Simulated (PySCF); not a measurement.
C4H4O, SMILES c1cocc1. Heavy atoms are numbered as in [cH:1]1[cH:2][cH:3][o:4][cH:5]1. Hydrogens are named by the atom that carries them.

Geometry: B3LYP-D3(BJ)/def2-SVP.

These are PBE0/def2-TZVP (PySCF) values and carry that method's errors.

ESP charges are fitted to the potential on shells at 1.4 to 2.0 van der Waals radii. Atomic charges (e), one atom of each kind:

| atom | ESP fit | IAO | Löwdin |
|---|---|---|---|
| C1 (CH) | [?] | -0.22 | -0.19 |
| C3 (CH) | [?] | 0.00 | -0.25 |
| O4 | [?] | -0.24 | 0.34 |
| H on C1 | 0.17 | 0.17 | 0.14 |
| H on C3 | 0.16 | 0.17 | 0.13 |

**Question.** Fill in the missing entries. (The exact figures need the calculation; the answer reports its results.)

**Answer.** 
- C1 (CH), ESP fit: -0.20
- C3 (CH), ESP fit: -0.07
- O4, ESP fit: -0.11

Computed Mayer and Wiberg (Löwdin basis) orders of the bonds:
| bond | Mayer | Wiberg |
|---|---|---|
| C1–C2 | 1.25 | 1.41 |
| C2–C3 | 1.67 | 1.82 |
| C3–O4 | 1.11 | 1.56 |
| C1–C5 | 1.67 | 1.82 |
| O4–C5 | 1.11 | 1.56 |
